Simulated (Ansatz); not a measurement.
Program: Ansatz. Geometries: PBE0-D4/def2-TZVP. ΔE: electronic, gas phase. CCSD(T)/CBS adds triple-zeta CCSD(T) − MP2 to the extrapolated MP2 energy (def2 sets, frozen cores). Functionals use def2-TZVPP. B3LYP here is the variant with VWN-RPA as its local correlation; programs differ in this. Each species was taken in one conformer, which may not be the lowest.

Reaction (substitution at a C–N bond): `CC(C)[NH][AlH][Cl]` + `OB(S)Cl` → `CC(C)OB(S)Cl` + `[NH2][AlH][Cl]`

Problem. Is it downhill or uphill in electronic energy at CCSD(T)/CBS, and by how much? (Estimate.)

Solution. Computed: Nearly level: ΔE = -2.1 kJ/mol.

Problem. What do these levels give: PBE-D4, r2SCAN-D4, PBE0-D4, B3LYP-D4, ωB97X-V, r2SCAN, HF/def2-TZVPP, MP2/def2-TZVPP, SCS-MP2/def2-TZVPP, CCSD(T)/def2-TZVPP, SCS-MP2/def2-QZVPP, CCSD/CBS(def2)? (An estimate is asked.)

Solution. The calculation gave: PBE-D4 1.2, r2SCAN-D4 -3.0, PBE0-D4 0.8, B3LYP-D4 -3.9, ωB97X-V -3.7, r2SCAN -2.4, HF/def2-TZVPP -5.8, MP2/def2-TZVPP 0.9, SCS-MP2/def2-TZVPP -0.5, CCSD(T)/def2-TZVPP -0.8, SCS-MP2/def2-QZVPP -1.2, CCSD/CBS(def2) -2.1 kJ/mol.

Largest T1 diagnostic among the species: 0.012.

In def2-TZVPP, CCSD(T) changes the Hartree–Fock value by +5.0 kJ/mol (the triples alone add −0.0 kJ/mol) and MP2 by +6.7 kJ/mol.
